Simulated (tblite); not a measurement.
Task: What does the GFN2-xTB structure of `O=CCC1=C[SiH2]C=CO1` look like in three dimensions?

Result: 
Z-matrix in Å and degrees, rows numbered from 1:
```
O 
C   1  1.1968
C   2  1.5059  1  125.25
C   3  1.5134  2  108.56  1  -120.86
C   4  1.3334  3  123.52  2   103.08
Si  5  1.8692  4  122.51  3  -179.13
C   6  1.8691  5   97.63  4     1.42
C   7  1.3305  6  121.46  5    -0.88
O   8  1.3545  7  128.45  6    -0.44
H   2  1.1065  1  121.63  3  -178.60
H   3  1.0891  2  110.18  1     0.76
H   3  1.0924  2  108.08  1   121.36
H   5  1.0787  4  116.76  3     0.77
H   6  1.4693  5  112.31  4   119.63
H   6  1.4703  5  111.94  4  -116.61
H   7  1.0785  6  121.76  5   178.76
H   8  1.0853  7  123.18  6   179.82
```

Of the pairs four or more bonds apart, H11···H13 is among the closest relative to their van der Waals radii: 2.38 Å, 99 % of the sum of Bondi's values. O9 (cyclic ether oxygen) is bent (angle 123.0°). The 3 C–O bonds span 1.197 Å (O1=C2, drawn double) to 1.362 Å (C4–O9, drawn single), a spread of 0.165 Å. Si6 (SiH2 silicon) is distorted tetrahedral (angles from 97.6° to 112.5°).

The geometry is computed with GFN2-xTB (gas phase).

Point group: C1 (no symmetry element, even within 0.4 Å). Its GFN2-xTB frequencies are all real (lowest 31 cm⁻¹). One conformer, not necessarily the lowest (O1–C2–C3–C4 -121°, C2–C3–C4–C5 103°). 3 starts were optimised and ended at 0.00, 0.01 and 0.72 kcal/mol (GFN2-xTB); the lowest of these is shown.
